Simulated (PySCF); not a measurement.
**Assigning NMR signals**

Geometry:
```csv
atom,x (Å),y (Å),z (Å)
F1,-1.201,0.470,2.339
C2,-0.935,0.199,1.057
C3,0.265,0.031,0.495
O4,1.475,0.095,1.092
C5,2.574,0.010,0.281
F6,3.635,-0.154,1.071
F7,2.765,1.163,-0.394
O8,0.213,-0.202,-0.842
C9,-1.158,-0.129,-1.244
C10,-2.008,0.007,0.028
F11,-2.729,-1.156,0.242
H12,2.532,-0.812,-0.454
H13,-1.269,0.728,-1.912
H14,-1.408,-1.049,-1.777
H15,-2.755,0.808,-0.003
```

Theoretical values (PySCF 2.14.0 with density-fitted response routines): shielding tensors at PBE0/pcSseg-1 (GIAO), geometry from GFN2-xTB. In vacuum, a single conformation, non-relativistic Hamiltonian.

Scale: ¹³C, ¹H against TMS (reference shieldings calculated alike).

(1) Assign these signals to the numbered atoms. ¹³C{¹H} NMR (computed): δ 154.3, 131.4, 121.0, 95.5, 75.6.

(2) Assign these signals to the numbered atoms. ¹H NMR (300 MHz, computed): δ 7.01 (m, 1H), 6.21 (m, 1H), 4.71 (m, 1H), 4.58 (m, 1H).

## Answers

(1) 
154.3 → C3, alkene carbon bearing oxygen: an sp2 carbon further deshielded by the attached heteroatom
131.4 → C2, β carbon of an enol-ether or enamine type C=C
121.0 → C5, sp3 CH bonded to 2 F and O: 3 electronegative neighbours deshield it
95.5 → C10, allylic sp3 CH bonded to F: deshielded by the electronegative neighbour
75.6 → C9, sp3 CH2 bonded to O: deshielded by the electronegative neighbour

(2) 
| δ (ppm) | atoms | environment | reason |
| --- | --- | --- | --- |
| 7.01 | H12 | hydrogen on an sp3 CH bonded to 2 F and O | its carbon carries F and O, which withdraws density |
| 6.21 | H15 | hydrogen on an allylic sp3 CH bonded to F | its carbon carries F, hence the downfield position |
| 4.71 | H14 | hydrogen on an sp3 CH2 bonded to O | its carbon carries O, an electronegative neighbour |
| 4.58 | H13 | hydrogen on an sp3 CH2 bonded to O | – |

Splittings by ¹⁹F in the carbon and heteronuclear signals aren't shown, as no couplings were computed. Shifts are as computed. Against solution values, carbons near 30 ppm lie about +3 ppm off and those near 130 ppm about +5 ppm. Of 1309 compounds with measured shifts, 239 miss one by over three times the rms of a fit or turn the order of signals round; such compounds aren't used in these exercises. No couplings were computed; multiplicities are counted from neighbouring protons, with m where these are inequivalent, close in shift, in a saturated or five-membered ring or joined by F or P, and br s for small geminal =CH2 splittings.
